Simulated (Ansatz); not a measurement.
`NC1N[SiH2]1` at its PBE0-D4/def2-TZVP geometry, where that method's forces vanish. Total charge 0; spin multiplicity 1.

```xyz
10

N     0.6995   -1.2141    0.9377
C    -0.1470   -0.5722   -0.0103
N     0.4446    0.4278   -0.9591
Si   -0.7614    1.1573    0.0291
H     1.2414   -0.5430    1.4659
H     1.3557   -1.8332    0.4730
H    -0.8174   -1.2913   -0.4842
H     0.3900    0.2286   -1.9476
H    -0.2894    2.1804    0.9893
H    -2.1160    1.4596   -0.4937
```

(1) What forces (eV/Å) does PBE-D4/def2-TZVPP give on these atoms in Ansatz? (An estimate is asked.)

Results:

(1) Computed: 
```
N1  -0.233 -0.176  0.226
C2  -0.071 -0.200  0.038
N3   0.432  0.146 -0.093
Si4 -0.283  0.304  0.174
H5   0.198  0.223  0.192
H6   0.238 -0.227 -0.145
H7  -0.156 -0.169 -0.087
H8  -0.018 -0.055 -0.365
H9   0.063  0.123  0.108
H10 -0.169  0.031 -0.048
```
